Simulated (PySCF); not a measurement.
# Computed records: H$_{5}$O$_{2}$Si$_{2}$, CH$_{5}$B$_{2}$Si, CH$_{5}$BNSi, AlB$_{2}$H$_{5}$

Computed with PySCF 2.14.0. Calculation on a computer-drawn molecule: the log of a Hartree-Fock and frozen-core CCSD(T) single point meant for a local Hartree-Fock minimum, with one planted fault or none, to be diagnosed. Offsets are logged minus clean, where the clean run is the same molecule without the fault. The reference is restricted for singlets and unrestricted otherwise, and also for a bond in bohr or an excited solution. Adding or removing an electron swaps singlet and doublet. The excited solution moves the top pair (singlet) or top alpha electron (doublet) to the lowest empty orbital. Highest occupied and lowest empty are orbital energies over both spins, largest force is the largest gradient component, triples share is (T) over the correlation energy, the T1 limit is 0.02 restricted and 0.045 unrestricted, electrons count all cores, a negative frequency is imaginary (commonest isotopes), and the dipole is about the centre of nuclear charge.

Common to all runs: meant charge 0; meant basis cc-pV(D+d)Z; logged SCF converged yes; logged CC converged yes; logged SCF stable within its kind yes; possible faults no fault, one electron removed, one electron added, multiplicity raised by two, geometry at a saddle point, SCF held on an excited solution, minimal basis STO-3G, one bond length entered in bohr, all coordinates scaled.

```json
{"entry": 1, "formula": "H5O2Si2", "logged_structure": {"atoms_angstrom": [["O", -2.159, -1.2196, 0.0709], ["Si", -0.7336, -0.6471, 0.6471], ["O", -0.0283, 0.3857, -0.4098], ["Si", -0.003, 1.8295, -1.2019], ["H", -2.1588, -1.7947, -0.6794], ["H", 0.2209, -1.7472, 0.8668], ["H", -1.0633, 0.0544, 1.8953], ["H", -0.4775, 2.914, -0.3066], ["H", 1.3845, 2.1034, -1.6419]]}, "given": {"meant_multiplicity": 2, "logged_electrons": 49, "logged_basis_functions": 33, "logged_spin_squared": 0.7519, "logged_highest_occupied [eV]": -5.6764, "logged_lowest_empty [eV]": 6.4956, "logged_largest_force [hartree/bohr]": 0.038515, "logged_T1_diagnostic": 0.016075, "logged_D1_diagnostic": 0.088313, "logged_triples_share": 0.029319, "logged_dipole_magnitude [debye]": 1.0672, "logged_energy_HF [hartree]": -721.79216, "logged_energy_CCSD(T) [hartree]": -721.97157, "drawn_bonds_atom": [1, 2, 3, 1, 2, 2, 4, 4], "drawn_bonds_other_atom": [2, 3, 4, 5, 6, 7, 8, 9], "drawn_bonds_order": [1, 1, 1, 1, 1, 1, 1, 1]}, "results": {"planted_fault": "minimal basis STO-3G", "HF_energy_offset_from_clean_run [kcal/mol]": 5533, "CCSD(T)_energy_offset_from_clean_run [kcal/mol]": 5798}}
{"entry": 2, "formula": "CH5B2Si", "logged_structure": {"atoms_angstrom": [["B", -0.4891, 1.0599, -0.0111], ["Si", 1.4839, 0.818, 0.3578], ["B", 2.5004, 2.4674, -0.1675], ["C", 3.1273, 3.648, -0.5421], ["H", -1.165, 1.7535, -0.7091], ["H", 1.9172, -0.3554, -0.4421], ["H", 1.7147, 0.5202, 1.7905], ["H", 2.607, 4.4286, -1.0893], ["H", 4.1689, 3.8509, -0.3118]]}, "given": {"meant_multiplicity": 2, "logged_electrons": 35, "logged_basis_functions": 90, "logged_spin_squared": 3.7793, "logged_highest_occupied [eV]": -6.6701, "logged_lowest_empty [eV]": 0.50475, "logged_largest_force [hartree/bohr]": 0.099849, "logged_T1_diagnostic": 0.033662, "logged_D1_diagnostic": 0.18786, "logged_triples_share": 0.027585, "logged_dipole_magnitude [debye]": 2.3073, "logged_energy_HF [hartree]": -378.87542, "logged_energy_CCSD(T) [hartree]": -379.27605, "drawn_bonds_atom": [1, 2, 3, 1, 2, 2, 4, 4], "drawn_bonds_other_atom": [2, 3, 4, 5, 6, 7, 8, 9], "drawn_bonds_order": [1, 1, 2, 1, 1, 1, 1, 1]}, "results": {"planted_fault": "multiplicity raised by two", "HF_energy_offset_from_clean_run [kcal/mol]": 40.07, "CCSD(T)_energy_offset_from_clean_run [kcal/mol]": 61.5}}
{"entry": 3, "formula": "CH5BNSi", "logged_structure": {"atoms_angstrom": [["C", -1.6211, 1.3246, 1.6564], ["B", -0.7697, 0.3348, 1.1816], ["N", 0.0577, -0.6623, 0.7106], ["Si", -0.3886, -2.3246, 0.3457], ["H", -1.745, 1.5139, 2.7163], ["H", -2.1955, 1.9539, 0.9864], ["H", 1.0034, -0.3887, 0.5064], ["H", 0.7078, -3.216, 0.7957], ["H", -1.6573, -2.6182, 1.0419]]}, "given": {"meant_multiplicity": 2, "logged_electrons": 38, "logged_basis_functions": 90, "logged_spin_squared": 0.0, "logged_highest_occupied [eV]": -0.52681, "logged_lowest_empty [eV]": 8.6061, "logged_largest_force [hartree/bohr]": 0.081626, "logged_T1_diagnostic": 0.017253, "logged_D1_diagnostic": 0.063364, "logged_triples_share": 0.032472, "logged_dipole_magnitude [debye]": 4.5698, "logged_energy_HF [hartree]": -408.80721, "logged_energy_CCSD(T) [hartree]": -409.36026, "drawn_bonds_atom": [1, 2, 3, 1, 1, 3, 4, 4], "drawn_bonds_other_atom": [2, 3, 4, 5, 6, 7, 8, 9], "drawn_bonds_order": [2, 1, 1, 1, 1, 1, 1, 1]}, "results": {"planted_fault": "one electron added", "HF_energy_offset_from_clean_run [kcal/mol]": 11.17, "CCSD(T)_energy_offset_from_clean_run [kcal/mol]": -9.581}}
{"entry": 4, "formula": "AlB2H5", "logged_structure": {"atoms_angstrom": [["B", -0.9548, 0.4209, -1.3656], ["B", -1.6966, -0.1949, -0.0133], ["Al", -1.0611, 0.141, 2.0146], ["H", -0.0597, -0.1679, -1.9166], ["H", -1.258, 1.4964, -1.8162], ["H", -2.675, -0.8916, -0.1503], ["H", -1.6267, 1.3642, 2.8515], ["H", -0.0366, -0.8445, 2.7187]]}, "given": {"meant_multiplicity": 1, "logged_electrons": 29, "logged_basis_functions": 76, "logged_spin_squared": 0.7618, "logged_highest_occupied [eV]": -0.39034, "logged_lowest_empty [eV]": 5.6104, "logged_largest_force [hartree/bohr]": 0.040249, "logged_T1_diagnostic": 0.017586, "logged_D1_diagnostic": 0.053275, "logged_triples_share": 0.028665, "logged_dipole_magnitude [debye]": 2.2901, "logged_energy_HF [hartree]": -294.09869, "logged_energy_CCSD(T) [hartree]": -294.40863, "drawn_bonds_atom": [1, 2, 1, 1, 2, 3, 3], "drawn_bonds_other_atom": [2, 3, 4, 5, 6, 7, 8], "drawn_bonds_order": [1, 1, 1, 1, 1, 1, 1]}, "results": {"planted_fault": "one electron added", "HF_energy_offset_from_clean_run [kcal/mol]": 15.97, "CCSD(T)_energy_offset_from_clean_run [kcal/mol]": 1.305}}
```
